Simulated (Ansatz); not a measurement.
Relaxation of CH3BO2Si (8 atoms, charge 0, multiplicity 1), to a largest force component of 0.015 eV/Å in at most 40 steps.

Method: Ansatz, RKS revPBE/def2-SVP.

```xyz
8
Properties=species:S:1:pos:R:3
O 0.608 -2.230 0.723
C 0.463 -0.986 0.528
B 0.614 0.588 1.115
Si 0.106 0.382 -0.564
O -1.669 0.517 -0.725
H 0.948 1.324 2.013
H 0.907 0.480 -1.752
H -1.885 -0.133 -1.394
```

Q: Where does it end, and by what steps?

A: It converged. After 16 steps the energy has fallen by 3.822 eV; H7 moved furthest, 1.55 Å. Parted: C2–Si4.

```csv
step,energy less start (eV),largest force component (eV/Å),accepted
0,0.0000,4.536,yes
1,-1.0253,2.358,yes
2,-1.7835,2.218,yes
3,-2.4196,2.007,yes
4,-2.8458,1.333,yes
5,-3.1683,1.141,yes
6,-3.4085,1.068,yes
7,-3.5596,0.822,yes
8,-3.6528,0.533,yes
9,-3.7405,1.055,yes
10,-3.7981,0.329,yes
11,-3.8150,0.175,yes
12,-3.8193,0.069,yes
13,-3.8193,0.068,yes
14,-3.8067,0.817,no
15,-3.8215,0.026,yes
16,-3.8216,0.009,yes
```

```xyz
8
Properties=species:S:1:pos:R:3
O 0.046 -2.100 2.003
C 0.401 -1.099 1.514
B 0.828 0.155 0.879
Si -0.074 0.607 -0.692
O -1.300 -0.322 -1.371
H 1.708 0.848 1.344
H 0.167 1.828 -1.538
H -1.684 0.027 -2.195
```

Whether the end is a true minimum wasn't checked by a vibrational analysis.

Time of the run: 2.3 min on 1 CPU thread of a shared host.
